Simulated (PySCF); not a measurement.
## Two-component Hartree-Fock for Sb⁺ (antimony, charge +1)

Start: [Kr] 4d10 5s1 5p2 5d1; 5s1/2 filled at m_j = +1/2; 5p3/2 filled at m_j = +1/2, +3/2; 5d5/2 filled at m_j = +5/2. Calculated with PySCF 2.14 in x2c-TZVPall-2c with one added diffuse shell each of s, p, d, f type (9s10p6d3f, 90 functions): generalised Hartree-Fock with the X2C-1e Hamiltonian and a Gaussian nucleus; one run each with spin-orbit coupling (SO) switched off, then screened by Boettger's factors. This is a chosen level, not necessarily the ground level.

```tsv
spinor shell	electrons	ε, spin-free (eV)	ε, screened SO (eV)	weight of nominal j (screened SO)	rms radius, screened SO (bohr)
1s1/2	2	-30657.1	-30654.2	1.000	0.0325
2s1/2	2	-4771.1	-4770.3	1.000	0.133
2p1/2	2	-4277.5	-4452.4	1.000	0.115
2p3/2	4	-4277.5	-4198.2	1.000	0.120
3s1/2	2	-986.36	-986.22	1.000	0.352
3p1/2	2	-821.58	-854.90	1.000	0.345
3p3/2	4	-821.58	-806.48	1.000	0.356
3d3/2	4	-570.69	-576.54	1.000	0.329
3d5/2	6	-570.69	-566.71	1.000	0.332
4s1/2	2	-188.98	-189.02	1.000	0.844
4p1/2	2	-136.21	-142.44	0.999	0.893
4p3/2	4	-136.21	-133.49	1.000	0.921
4d3/2	4	-56.826	-57.702	0.968	1.10
4d5/2	6	-56.826	-56.348	0.978	1.11
5s1/2	1	-30.583	-30.585	0.999	2.29
5p3/2	2	-19.919	-19.841	0.787	2.75
5d5/2	1	-7.763	-7.757	1.000	4.54
```

```tsv
quantity	spin-free	screened SO
E (hartree)	-6476.33064	-6477.98313
M_J	5	5
⟨J²⟩	30.012	30.012
⟨L²⟩	12.010	12.109
⟨S²⟩	6.002	5.982
```

Each row is a mean over spinors that exchange with the open shell spreads, by up to 0.947 eV (4d5/2).

Rows whose weight is well below 1 are mixtures of j = l ± 1/2: exchange outweighs spin-orbit coupling there, and the label is only the starting occupation.

Breit and QED terms are absent; they matter most for the inner s and p1/2 levels.

Densities and radii are taken from the X2C orbitals without a picture-change correction, which distorts them close to the nucleus.

Without spin-orbit coupling the j labels of p, d and f shells carry no meaning; the spin-free column gives the mean over the occupied spinors of each nl shell.
